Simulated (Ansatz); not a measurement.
**Relaxing a trial structure of FHfI3**

The starting geometry of this gas-phase singlet was optimised with GFN2-xTB.

```yaml
atoms:
  - { symbol: F, position_ang: [-0.6528, 0.0758, 1.7196] }
  - { symbol: Hf, position_ang: [-0.1190, 0.1780, -0.0494] }
  - { symbol: I, position_ang: [2.0250, -1.5193, -0.1207] }
  - { symbol: I, position_ang: [-2.3430, -0.6836, -1.3892] }
  - { symbol: I, position_ang: [0.4733, 2.8329, -0.3375] }
```

**Question.** Predict what becomes of its bonds when it is optimised with PBE0-D4/def2-SVP.

**Answer.** It keeps its bonds.

The energy falls by 0.12 eV over 5 steps:

| step | E − E(last) (eV) |
| --- | --- |
| 1 | 0.123 |
| 2 | 0.015 |
| 3 | 0.005 |
| 4 | 0.000 |
| 5 | 0.000 |

Final geometry (Å):

```xyz
5

F    -0.7104    0.0646    1.9115
Hf   -0.1665    0.1685    0.1077
I     1.9641   -1.4280   -0.2608
I    -2.1912   -0.6326   -1.4679
I     0.4874    2.7112   -0.4677
```

No frequencies were run, so the end isn't proven a minimum. Atoms past krypton carry core potentials, without spin–orbit terms. Run with Ansatz 0.2.0, 29 s on 2 threads of Arm Neoverse V1, on a shared host.
